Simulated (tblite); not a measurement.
C8H6NO (doublet state).
Structure used (GFN2-xTB), in Å, numbered top down from 1:
```
atom  x, y, z in Å
C1    -2.856    0.481    0.304
O2    -1.957   -0.504   -0.150
C3    -0.631   -0.245   -0.123
C4    -0.061    0.955    0.329
C5     1.292    1.064    0.295
C6     2.160    0.098   -0.145
C7     3.561    0.267   -0.158
N8     4.700    0.396   -0.172
C9     1.580   -1.103   -0.596
C10    0.216   -1.261   -0.582
H11   -3.849    0.051    0.184
H12   -2.690    0.720    1.359
H13   -2.784    1.395   -0.295
H14   -0.675    1.765    0.692
H15    2.226   -1.893   -0.950
H16   -0.237   -2.177   -0.928
```

The geometry is computed with GFN2-xTB (gas phase). This method treats the open shell by occupation alone, without spin polarisation.

Take the most abundant isotopes and a rigid rotor. The values belong to one conformer with, in the numbering `[CH3:1][O:2][c:3]1[cH:4][c:5][c:6]([C:7]#[N:8])[cH:9][cH:10]1`, C1–O2–C3–C4 0°.

Problem. What are A, B and C (cm⁻¹)?

Solution. Ia = 97.10, Ib = 710.55, Ic = 804.43 u·Å²; 505379 MHz·u·Å²/I gives 5205, 711.2 and 628.2 MHz, that is A = 0.17361, B = 0.02372, C = 0.02096 cm⁻¹.

Problem. What kind of rotor is it?

Solution. A near-prolate asymmetric top; Ray's κ = -0.964.

Problem. Is it planar, by Δ = Ic − Ia − Ib?

Solution. Not planar: Δ = Ic − Ia − Ib = -3.22 u·Å². For a rigid frame Δ = −2 Σ m c², so Σ m c² = 1.61 u·Å² lies off the ab plane, practically all of it from hydrogen. The atom farthest from that plane is 0.90 Å away.

Problem. Give the other two planar moments, Paa and Pbb, and the rms extents of the mass along the axes.

Solution. Paa = Σ m a² = (Ib + Ic − Ia)/2 = 708.94 and Pbb = Σ m b² = (Ia + Ic − Ib)/2 = 95.49 u·Å². With the mass M = 132.04 u, the rms extents √(P/M) along a, b and c are 2.32, 0.85, 0.11 Å.

For this open shell read J as N, the rotation without spin; fine and hyperfine splittings come on top. Its GFN2-xTB frequencies are all real (lowest 67 cm⁻¹). These are rigid-rotor constants of the computed structure; measured ground-state constants (B0) also hold zero-point vibration.

Time: 0.15 s wall. Hardware: one thread, Arm Neoverse V2 (aarch64), shared host with 96 logical CPUs at a one-minute load of 84. This is the geometry optimisation.
